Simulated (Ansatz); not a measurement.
The same molecule with X = B, Al, Ga, In. Ansatz, PBE0-D4/def2-TZVP geometries, multiplicity 1.

Elements past krypton have def2 core potentials. Scalar relativity is left out up to krypton.

```tsv
X	molecule	mean X–H bond length / Å	mean X–S bond length / Å	LUMO energy (ωB97M-V/def2-TZVPP) / eV	LUMO energy (PBE/def2-TZVPP) / eV	size of the dipole moment (ωB97M-V/def2-TZVPP) / D
B	`BS`	1.191	1.765	0.66	-2.27	0.88
Al	`[AlH2][SH]`	1.580	2.181	0.22	-2.16	0.95
In	`[SH][InH2]`	1.711	2.389	-0.19	-2.39	1.65
```

(1) Give the row for X = Ga, `[SH][GaH2]`. (An estimate is asked.)

Answers

(1) Ansatz gave: 
```csv
X,molecule,mean X–H bond length / Å,mean X–S bond length / Å,LUMO energy (ωB97M-V/def2-TZVPP) / eV,LUMO energy (PBE/def2-TZVPP) / eV,size of the dipole moment (ωB97M-V/def2-TZVPP) / D
Ga,`[SH][GaH2]`,1.560,2.199,0.20,-2.28,1.16
```

From B to In the mean X–H bond length isn't monotonic: highest at In, lowest at B; the mean X–S bond length rises at each step, by 0.624 Å in all; the LUMO energy (ωB97M-V/def2-TZVPP) falls at each step, by 0.85 eV in all; the LUMO energy (PBE/def2-TZVPP) isn't monotonic: highest at Al, lowest at In. Bonds lengthen as the atom grows down the group. Dipoles are sizes alone, and their direction can turn along the series.
